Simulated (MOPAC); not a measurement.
Job for MOPAC: PM3 on CH4OSi (a complex).

```
PM3 1SCF PRECISE CHARGE=0 THREADS=1
CH4OSi

Si    -0.10544162 1    -0.08185847 1    -0.04922834 1
H     -0.04043866 1    -0.04940526 1    -1.52810870 1
H     -1.26519590 1    -0.89563889 1     0.37703459 1
H     -0.25126792 1     1.29784906 1     0.46637914 1
H      1.14056267 1    -0.67662684 1     0.48414118 1
C      0.69789469 1     0.49418054 1     4.07353571 1
O     -0.08013681 1    -0.03479801 1     3.45661204 1
```

It printed:

```
*******************************************************************************
 **                                                                           **
 **                              MOPAC v23.2.5                                **
 **                                                                           **
 *******************************************************************************
 ** MOPAC's Digital Object Identifier: https://doi.org/10.5281/zenodo.6511958 **
 **                                                                           **
 ** Please cite the open-source release paper for use of this MOPAC version:  **
 ** J. E. Moussa and J. J. P. Stewart (2026)                                  **
 ** MOPAC: An open-source semiempirical molecular orbital program             **
 ** J. Open Source Softw., 11(119), 8025, https://doi.org/10.21105/joss.08025 **
 *******************************************************************************

                              PM3 CALCULATION RESULTS

 *******************************************************************************
 *  PM3        - The PM3 Hamiltonian to be used
 *
 *
 *
 *                 CHARGE ON SYSTEM = 0
 *
 *
 *
 *  PRECISE    - TIGHTER CRITERIA TO BE USED
 *  1SCF       - DO 1 SCF AND THEN STOP
 *  THREADS=1  - MULTI-THREADING NOT USED
 *  T=         - A TIME OF 172800.0 SECONDS REQUESTED
 *  DUMP=N     - RESTART FILE WRITTEN EVERY 7200.0 SECONDS REQUESTED
 *******************************************************************************
PM3 1SCF PRECISE CHARGE=0 THREADS=1
 CH4OSi

   ATOM   CHEMICAL          X               Y               Z
  NUMBER   SYMBOL      (ANGSTROMS)     (ANGSTROMS)     (ANGSTROMS)

     1      Si         -0.10544162  *  -0.08185847  *  -0.04922834  *
     2       H         -0.04043866  *  -0.04940526  *  -1.52810870  *
     3       H         -1.26519590  *  -0.89563889  *   0.37703459  *
     4       H         -0.25126792  *   1.29784906  *   0.46637914  *
     5       H          1.14056267  *  -0.67662684  *   0.48414118  *
     6       C          0.69789469  *   0.49418054  *   4.07353571  *
     7       O         -0.08013681  *  -0.03479801  *   3.45661204  *



          CARTESIAN COORDINATES

    NO.       ATOM           X           Y           Z

     1        Si         -0.1054     -0.0819     -0.0492
     2         H         -0.0404     -0.0494     -1.5281
     3         H         -1.2652     -0.8956      0.3770
     4         H         -0.2513      1.2978      0.4664
     5         H          1.1406     -0.6766      0.4841
     6         C          0.6979      0.4942      4.0735
     7         O         -0.0801     -0.0348      3.4566

  H: (PM3): J. J. P. STEWART, J. COMP. CHEM. 10, 209 (1989).
  C: (PM3): J. J. P. STEWART, J. COMP. CHEM. 10, 209 (1989).
  O: (PM3): J. J. P. STEWART, J. COMP. CHEM. 10, 209 (1989).
 Si: (PM3): J. J. P. STEWART, J. COMP. CHEM. 10, 209 (1989).

           Empirical Formula: C H4 O Si  =     7 atoms



      MOLECULAR POINT GROUP   :   Cs


      RHF CALCULATION, NO. OF DOUBLY OCCUPIED LEVELS = 9


 -------------------------------------------------------------------------------
 PM3 1SCF PRECISE CHARGE=0 THREADS=1
 CH4OSi



     1SCF WAS SPECIFIED, SO BFGS WAS NOT USED
     SCF FIELD WAS ACHIEVED


                              PM3 CALCULATION
                                                       MOPAC v23.2.5 Linux




          FINAL HEAT OF FORMATION =         -6.06433 KCAL/MOL =     -25.37315 KJ/MOL


          COSMO AREA              =        123.98 SQUARE ANGSTROMS
          COSMO VOLUME            =        108.67 CUBIC ANGSTROMS

          IONIZATION POTENTIAL    =         11.756493 EV
          HOMO LUMO ENERGIES (EV) =        -11.756  0.612
          NO. OF FILLED LEVELS    =          9
          MOLECULAR WEIGHT        =         60.1275         POINT GROUP:  Cs

          MOLECULAR DIMENSIONS (Angstroms)

            Atom       Atom       Distance
            C     6    H     2     5.67618
            H     4    H     5     2.41578
            H     5    H     3     2.04918


          SCF CALCULATIONS        =          1





   ATOM   CHEMICAL          X               Y               Z
  NUMBER   SYMBOL      (ANGSTROMS)     (ANGSTROMS)     (ANGSTROMS)

     1      Si         -0.10544162  *  -0.08185847  *  -0.04922834  *
     2       H         -0.04043866  *  -0.04940526  *  -1.52810870  *
     3       H         -1.26519590  *  -0.89563889  *   0.37703459  *
     4       H         -0.25126792  *   1.29784906  *   0.46637914  *
     5       H          1.14056267  *  -0.67662684  *   0.48414118  *
     6       C          0.69789469  *   0.49418054  *   4.07353571  *
     7       O         -0.08013681  *  -0.03479801  *   3.45661204  *

                             CARTESIAN COORDINATES

   1   Si       -0.105441620    -0.081858470    -0.049228340
   2    H       -0.040438660    -0.049405260    -1.528108700
   3    H       -1.265195900    -0.895638890     0.377034590
   4    H       -0.251267920     1.297849060     0.466379140
   5    H        1.140562670    -0.676626840     0.484141180
   6    C        0.697894690     0.494180540     4.073535710
   7    O       -0.080136810    -0.034798010     3.456612040


           Empirical Formula: C H4 O Si  =     7 atoms



      MOLECULAR POINT GROUP   :   Cs


                  EIGENVALUES
 -40.19736 -20.59862 -16.83586 -16.18560 -16.13519 -12.94629 -11.83923 -11.81783
 -11.75649   0.61210   1.15625   1.15633   2.17593   2.18620   2.22512   6.22149


              NET ATOMIC CHARGES AND DIPOLE CONTRIBUTIONS

  ATOM NO.   TYPE          CHARGE      No. of ELECS.   s-Pop       p-Pop
    1         Si           0.464471        3.5355     0.91504     2.62049
    2          H          -0.117140        1.1171     1.11714
    3          H          -0.111720        1.1117     1.11172
    4          H          -0.117876        1.1179     1.11788
    5          H          -0.118026        1.1180     1.11803
    6          C           0.150333        3.8497     1.83699     2.01268
    7          O          -0.150041        6.1500     1.81465     4.33539
 DIPOLE           X         Y         Z       TOTAL
 POINT-CHG.     0.524     0.356     0.459     0.783
 HYBRID        -0.731    -0.497    -0.601     1.069
 SUM           -0.208    -0.141    -0.141     0.288


          ATOMIC ORBITAL ELECTRON POPULATIONS

     Atom    s        px        py        pz
    1 Si   0.91504   0.87459   0.87258   0.87332
    2  H   1.11714
    3  H   1.11172
    4  H   1.11788
    5  H   1.11803
    6  C   1.83699   0.72826   0.62623   0.65819
    7  O   1.81465   1.43891   1.45105   1.44543

 **********************
 *                    *
 * JOB ENDED NORMALLY *
 *                    *
 **********************




 == MOPAC DONE ==
```

The run finished.

Cost: very roughly 0.020 core-seconds.
